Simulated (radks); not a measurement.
Values are calculated unless marked as measured or tabulated.
Task: The phosphorus ion P4+, configuration [Ne] 3s1. Code: a radial shooting solver on a logarithmic mesh with Libxc functionals. Model: Dirac Kohn-Sham, PBEsol, spin-unpolarised, spherical densities, finite nucleus; Fermi nuclear charge, rms radius 3.1889 fm. Some entries of the table are withheld. Estimate them.

orbital  occ.  eigenvalue (eV)  <r^2> (bohr^2)  <r> (bohr)
1s1/2       2        -2138.613         0.01448      0.1037
2s1/2       2        -229.6347             (1)      0.5176
2p1/2       2        -181.2012          0.2882      0.4798
2p3/2       4        -180.2730          0.2907      0.4820
3s1/2       1              (2)           2.916       1.600

Result: 
(1) 2s1/2 <r^2> (bohr^2): 0.3190
(2) 3s1/2 eigenvalue (eV): -58.2971
